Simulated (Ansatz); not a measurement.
## Molecular dynamics of AlBrH2OSi

Input:

```yaml
crystal:
  periodic: [false, false, false]
  atoms:
    - { symbol: Br, position_ang: [-0.886909, -3.371269, 0.191134] }
    - { symbol: Al, position_ang: [-0.207013, -1.240731, 0.125036] }
    - { symbol: O, position_ang: [-0.956733, 0.1929, -0.473701] }
    - { symbol: Si, position_ang: [0.46102, 0.941761, 0.044586] }
    - { symbol: H, position_ang: [1.288446, 1.547916, -1.018192] }
    - { symbol: H, position_ang: [0.301179, 1.929414, 1.131127] }
basis:
  gaussian: { orbitals: def2-SVP }
hamiltonian:
  xc: hf
md:
  timestep: 0.5
  n_steps: 100
  ensemble: nvt_nose_hoover
  temperature: 500.0
  initial_velocities: maxwell_boltzmann
  seed: 848779
  nose_hoover: { tau: 20.0, chain_length: 1 }
scf:
  lower_state_search: "off"
```

Launched with:

```bash
$ ansatz run input.yaml --threads 1 --pin off --max-ram 2048MiB --backend cpu --events-out ev --progress --plain --runs-dir out
```

It starts from a relaxed structure.

Output, in part (one step line in 2, the closing report, with atoms numbered from 0):

```
md step     0: t =     0.00 fs  T =   500.0 K  F+E_penalty+E_count = -86500.68333349 eV  E_kin = 0.258520 eV  conserved = -86500.42481350 eV  (20 SCF iters)
md step     2: t =     1.00 fs  T =   482.8 K  F+E_penalty+E_count = -86500.67434630 eV  E_kin = 0.249602 eV  conserved = -86500.42474842 eV  (28 SCF iters)
md step     4: t =     2.00 fs  T =   440.3 K  F+E_penalty+E_count = -86500.65214629 eV  E_kin = 0.227655 eV  conserved = -86500.42454563 eV  (16 SCF iters)
md step     6: t =     3.00 fs  T =   396.1 K  F+E_penalty+E_count = -86500.62896046 eV  E_kin = 0.204816 eV  conserved = -86500.42437284 eV  (16 SCF iters)
md step     8: t =     4.00 fs  T =   369.6 K  F+E_penalty+E_count = -86500.61491774 eV  E_kin = 0.191110 eV  conserved = -86500.42439600 eV  (16 SCF iters)
md step    10: t =     5.00 fs  T =   358.5 K  F+E_penalty+E_count = -86500.60874768 eV  E_kin = 0.185348 eV  conserved = -86500.42457373 eV  (16 SCF iters)
md step    12: t =     6.00 fs  T =   342.9 K  F+E_penalty+E_count = -86500.60002791 eV  E_kin = 0.177313 eV  conserved = -86500.42471376 eV  (16 SCF iters)
md step    14: t =     7.00 fs  T =   306.4 K  F+E_penalty+E_count = -86500.58006480 eV  E_kin = 0.158397 eV  conserved = -86500.42469735 eV  (16 SCF iters)
md step    16: t =     8.00 fs  T =   249.1 K  F+E_penalty+E_count = -86500.54916302 eV  E_kin = 0.128793 eV  conserved = -86500.42455849 eV  (16 SCF iters)
md step    18: t =     9.00 fs  T =   186.1 K  F+E_penalty+E_count = -86500.51523351 eV  E_kin = 0.096209 eV  conserved = -86500.42439618 eV  (16 SCF iters)
md step    20: t =    10.00 fs  T =   135.7 K  F+E_penalty+E_count = -86500.48797995 eV  E_kin = 0.070183 eV  conserved = -86500.42429362 eV  (16 SCF iters)
md step    22: t =    11.00 fs  T =   110.3 K  F+E_penalty+E_count = -86500.47371876 eV  E_kin = 0.057008 eV  conserved = -86500.42429020 eV  (16 SCF iters)
md step    24: t =    12.00 fs  T =   110.5 K  F+E_penalty+E_count = -86500.47274171 eV  E_kin = 0.057133 eV  conserved = -86500.42438457 eV  (16 SCF iters)
md step    26: t =    13.00 fs  T =   125.8 K  F+E_penalty+E_count = -86500.47928747 eV  E_kin = 0.065058 eV  conserved = -86500.42453518 eV  (16 SCF iters)
md step    28: t =    14.00 fs  T =   138.9 K  F+E_penalty+E_count = -86500.48418648 eV  E_kin = 0.071824 eV  conserved = -86500.42465503 eV  (16 SCF iters)
md step    30: t =    15.00 fs  T =   135.8 K  F+E_penalty+E_count = -86500.48025995 eV  E_kin = 0.070239 eV  conserved = -86500.42463932 eV  (16 SCF iters)
md step    32: t =    16.00 fs  T =   118.2 K  F+E_penalty+E_count = -86500.46857745 eV  E_kin = 0.061118 eV  conserved = -86500.42445628 eV  (16 SCF iters)
md step    34: t =    17.00 fs  T =   106.5 K  F+E_penalty+E_count = -86500.46000191 eV  E_kin = 0.055047 eV  conserved = -86500.42424448 eV  (15 SCF iters)
md step    36: t =    18.00 fs  T =   124.9 K  F+E_penalty+E_count = -86500.46696157 eV  E_kin = 0.064600 eV  conserved = -86500.42422329 eV  (16 SCF iters)
md step    38: t =    19.00 fs  T =   178.0 K  F+E_penalty+E_count = -86500.49089048 eV  E_kin = 0.092011 eV  conserved = -86500.42443017 eV  (16 SCF iters)
md step    40: t =    20.00 fs  T =   243.8 K  F+E_penalty+E_count = -86500.51963573 eV  E_kin = 0.126072 eV  conserved = -86500.42466070 eV  (16 SCF iters)
md step    42: t =    21.00 fs  T =   294.6 K  F+E_penalty+E_count = -86500.53847366 eV  E_kin = 0.152325 eV  conserved = -86500.42471952 eV  (16 SCF iters)
md step    44: t =    22.00 fs  T =   318.4 K  F+E_penalty+E_count = -86500.54181695 eV  E_kin = 0.164621 eV  conserved = -86500.42459772 eV  (16 SCF iters)
md step    46: t =    23.00 fs  T =   324.1 K  F+E_penalty+E_count = -86500.53505631 eV  E_kin = 0.167580 eV  conserved = -86500.42440609 eV  (16 SCF iters)
md step    48: t =    24.00 fs  T =   331.5 K  F+E_penalty+E_count = -86500.52876134 eV  E_kin = 0.171417 eV  conserved = -86500.42425539 eV  (16 SCF iters)
md step    50: t =    25.00 fs  T =   358.5 K  F+E_penalty+E_count = -86500.53189539 eV  E_kin = 0.185375 eV  conserved = -86500.42420833 eV  (16 SCF iters)
md step    52: t =    26.00 fs  T =   412.3 K  F+E_penalty+E_count = -86500.54742773 eV  E_kin = 0.213151 eV  conserved = -86500.42428222 eV  (17 SCF iters)
md step    54: t =    27.00 fs  T =   485.1 K  F+E_penalty+E_count = -86500.57069092 eV  E_kin = 0.250819 eV  conserved = -86500.42445415 eV  (25 SCF iters)
md step    56: t =    28.00 fs  T =   556.0 K  F+E_penalty+E_count = -86500.59055078 eV  E_kin = 0.287496 eV  conserved = -86500.42464474 eV  (23 SCF iters)
md step    58: t =    29.00 fs  T =   599.6 K  F+E_penalty+E_count = -86500.59439410 eV  E_kin = 0.310035 eV  conserved = -86500.42471146 eV  (23 SCF iters)
md step    60: t =    30.00 fs  T =   603.7 K  F+E_penalty+E_count = -86500.57709739 eV  E_kin = 0.312163 eV  conserved = -86500.42452441 eV  (23 SCF iters)
md step    62: t =    31.00 fs  T =   585.5 K  F+E_penalty+E_count = -86500.54867327 eV  E_kin = 0.302736 eV  conserved = -86500.42416436 eV  (24 SCF iters)
md step    64: t =    32.00 fs  T =   583.2 K  F+E_penalty+E_count = -86500.52932919 eV  E_kin = 0.301559 eV  conserved = -86500.42397382 eV  (24 SCF iters)
md step    66: t =    33.00 fs  T =   619.3 K  F+E_penalty+E_count = -86500.52995708 eV  E_kin = 0.320208 eV  conserved = -86500.42417319 eV  (24 SCF iters)
md step    68: t =    34.00 fs  T =   673.7 K  F+E_penalty+E_count = -86500.53916772 eV  E_kin = 0.348327 eV  conserved = -86500.42452868 eV  (24 SCF iters)
md step    70: t =    35.00 fs  T =   704.1 K  F+E_penalty+E_count = -86500.53504804 eV  E_kin = 0.364056 eV  conserved = -86500.42466975 eV  (23 SCF iters)
md step    72: t =    36.00 fs  T =   686.5 K  F+E_penalty+E_count = -86500.50629535 eV  E_kin = 0.354932 eV  conserved = -86500.42451495 eV  (26 SCF iters)
md step    74: t =    37.00 fs  T =   630.1 K  F+E_penalty+E_count = -86500.45906670 eV  E_kin = 0.325773 eV  conserved = -86500.42422698 eV  (26 SCF iters)
md step    76: t =    38.00 fs  T =   564.1 K  F+E_penalty+E_count = -86500.40904064 eV  E_kin = 0.291671 eV  conserved = -86500.42398179 eV  (27 SCF iters)
md step    78: t =    39.00 fs  T =   517.2 K  F+E_penalty+E_count = -86500.37070738 eV  E_kin = 0.267413 eV  conserved = -86500.42387756 eV  (17 SCF iters)
md step    80: t =    40.00 fs  T =   503.4 K  F+E_penalty+E_count = -86500.35054015 eV  E_kin = 0.260301 eV  conserved = -86500.42394404 eV  (16 SCF iters)
md step    82: t =    41.00 fs  T =   516.4 K  F+E_penalty+E_count = -86500.34433938 eV  E_kin = 0.267002 eV  conserved = -86500.42416407 eV  (27 SCF iters)
md step    84: t =    42.00 fs  T =   529.9 K  F+E_penalty+E_count = -86500.33811617 eV  E_kin = 0.273968 eV  conserved = -86500.42444825 eV  (27 SCF iters)
md step    86: t =    43.00 fs  T =   508.8 K  F+E_penalty+E_count = -86500.31401559 eV  E_kin = 0.263080 eV  conserved = -86500.42459337 eV  (27 SCF iters)
md step    88: t =    44.00 fs  T =   434.5 K  F+E_penalty+E_count = -86500.26323551 eV  E_kin = 0.224674 eV  conserved = -86500.42435110 eV  (27 SCF iters)
md step    90: t =    45.00 fs  T =   333.1 K  F+E_penalty+E_count = -86500.20027404 eV  E_kin = 0.172233 eV  conserved = -86500.42376553 eV  (28 SCF iters)
md step    92: t =    46.00 fs  T =   269.4 K  F+E_penalty+E_count = -86500.15901871 eV  E_kin = 0.139274 eV  conserved = -86500.42340226 eV  (16 SCF iters)
md step    94: t =    47.00 fs  T =   286.4 K  F+E_penalty+E_count = -86500.16052713 eV  E_kin = 0.148080 eV  conserved = -86500.42371648 eV  (16 SCF iters)
md step    96: t =    48.00 fs  T =   355.3 K  F+E_penalty+E_count = -86500.18747196 eV  E_kin = 0.183690 eV  conserved = -86500.42431621 eV  (28 SCF iters)
md step    98: t =    49.00 fs  T =   408.2 K  F+E_penalty+E_count = -86500.20361674 eV  E_kin = 0.211042 eV  conserved = -86500.42454010 eV  (28 SCF iters)
md step   100: t =    50.00 fs  T =   408.4 K  F+E_penalty+E_count = -86500.19102722 eV  E_kin = 0.211156 eV  conserved = -86500.42427899 eV  (28 SCF iters)
Total energy: -86500.19102722 eV, -3178.8233883150 hartree
Atom 0 at    -0.921329    -3.406825     0.208278 Å, force     0.732141     1.546753    -0.118394 eV/Å
Atom 1 at    -0.038212    -1.183511     0.060955 Å, force    -2.127255    -2.067564    -0.682147 eV/Å
Atom 2 at    -1.011806     0.233679    -0.524677 Å, force     2.227581    -0.308463     1.405915 eV/Å
Atom 3 at     0.423141     0.970852     0.073091 Å, force    -0.030880     0.605587    -0.822316 eV/Å
Atom 4 at     1.268768     1.713645    -0.931160 Å, force    -0.493287    -0.182806     0.507537 eV/Å
Atom 5 at     0.460498     1.592788     1.415264 Å, force    -0.308300     0.406493    -0.290593 eV/Å
Dipole moment:     0.536849     0.268295     0.142329 e Å
```

All steps were run. The conserved energy stayed within 0.24 meV per atom of its start (net change 0.089 meV per atom), so the integration is sound. A run of 0.05 ps of so small a system gives no equilibrium averages.

The same pairs are bonded in the first frame and the last. Pairs count as bonded within 1.25 times the sum of covalent radii (0.12 Å more for H–H).

Last frame:

```xyz
6
Properties=species:S:1:pos:R:3
Br -0.921 -3.407 0.208
Al -0.038 -1.183 0.061
O -1.012 0.234 -0.525
Si 0.423 0.971 0.073
H 1.269 1.714 -0.931
H 0.461 1.593 1.415
```

Run time: 2.6 min on 1 thread of Arm Neoverse V1, with other jobs on the host, peak memory 0.17 GiB.
